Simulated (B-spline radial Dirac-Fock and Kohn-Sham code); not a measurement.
Free-atom binding energies and absorption edges of Ta

Method: ΔSCF Dirac-Fock with Breit, self-energy and vacuum polarisation, finite nucleus, configuration average. Computed with a radial finite-basis atomic code. Correlation and solid-state effects are left out.

Two models are given for [Xe] 4f14 5d3 6s2. In the first the electron is removed to infinity. In the second it is placed in the 5d shell, so that the atom stays neutral; this mimics a hole screened by valence charge, or the onset of absorption below the ionisation limit. The tabulated edges (Elam, Ravel and Sieber, Radiat. Phys. Chem. 63, 121 (2002)) refer to the element in its standard state, with the Fermi level as zero for a metal.

```
     level  ionised (eV)  screened (eV)  tabulated (eV)  ionised − table  screened − table
    K (1s)       67416.9        67409.2         67416.0             +0.9              -6.8
   L1 (2s)       11694.6        11686.9         11682.0            +12.6              +4.9
L2 (2p1/2)       11143.2        11135.5         11136.0             +7.2              -0.5
L3 (2p3/2)        9887.3         9879.6          9881.0             +6.3              -1.4
   M1 (3s)        2721.4         2713.7          2708.0            +13.4              +5.7
M2 (3p1/2)        2478.6         2470.9          2469.0             +9.6              +1.9
M3 (3p3/2)        2204.7         2197.0          2194.0            +10.7              +3.0
M4 (3d3/2)        1800.1         1792.4          1793.0             +7.1              -0.6
M5 (3d5/2)        1741.6         1733.9          1735.0             +6.6              -1.1
   N1 (4s)         578.6          570.9           563.4            +15.2              +7.5
N2 (4p1/2)         478.0          470.3           463.4            +14.6              +6.9
N3 (4p3/2)         415.1          407.4           400.9            +14.2              +6.5
N4 (4d3/2)         249.8          242.1           237.9            +11.9              +4.2
N5 (4d5/2)         238.3          230.6           226.4            +11.9              +4.2
N6 (4f5/2)         31.34          23.66           23.50             +7.8              +0.2
N7 (4f7/2)         29.46          21.78           21.60             +7.9              +0.2
   O1 (5s)         83.01          75.42           69.70            +13.3              +5.7
O2 (5p1/2)         51.26          44.00           42.20             +9.1              +1.8
O3 (5p3/2)         42.55          35.40           32.70             +9.8              +2.7
```

The screened model lies closer: the mean absolute deviations are 10.0 eV (ionised) and 3.5 eV (screened). Screening lowers the levels by 7.6 eV on average.
